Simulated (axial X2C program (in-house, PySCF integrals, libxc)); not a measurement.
# How long does MnO⁺ take?

A bond scan computed with an in-house all-electron X2C program for linear molecules (integrals from PySCF). Basis: Mn dyall-cv3z [9s10p6d3f2g], O dyall-av3z [7s6p3d2f] (cores contracted in-house).

Input file and command:
```json
{"zs": [25, 8], "q": 1, "bas": ["dyall-cv3z", "dyall-av3z"], "levels": ["PBE0", "HF", "PW91"], "cc": true, "r0": 1.62, "thr": -2.0, "nmax": 90, "npts": 10, "nst": 2, "ntry": 6}
```
```bash
python so2c.py task.json out
```

Keys: zs atomic numbers; q charge; bas basis sets; levels methods; cc coupled cluster on or off; r0 starting distance in Å; thr threshold in hartree for freezing inner shells (an s shell follows its p shell); nmax most natural virtual spinors; npts points on the curve; nst determinants followed; ntry starts of the search. HF also brings MP2.

Hardware: 1 thread of Arm Neoverse V1, with other jobs on the host.

Wall time of one point of each curve, integrals apart:

```json
{"Hamiltonian": "spin-free", "level": "PBE0", "points": "10", "seconds a point": "0.63"}
{"Hamiltonian": "spin-free", "level": "HF", "points": "10", "seconds a point": "0.31"}
{"Hamiltonian": "spin-free", "level": "CCSD(T) (12 electrons, 90 virtuals)", "points": "7", "seconds a point": "5.2"}
{"Hamiltonian": "spin-free", "level": "PW91", "points": "10", "seconds a point": "0.46"}
{"Hamiltonian": "2c", "level": "PBE0", "points": "10", "seconds a point": "0.82"}
{"Hamiltonian": "2c", "level": "HF", "points": "10", "seconds a point": "0.49"}
{"Hamiltonian": "2c", "level": "CCSD(T) (12 electrons, 90 virtuals)", "points": "7", "seconds a point": "5.5"}
{"Hamiltonian": "2c", "level": "PW91", "points": "10", "seconds a point": "0.55"}
```

The rest:

Search with its distance optimisation 36 s, atoms 14 s, whole task 170 s. Coupled cluster runs on the points near the minimum only. The program drops outer points, and coupled cluster, when its time limit (not in the input) nears; MP2, further determinants and curves that did not converge are not in the table.
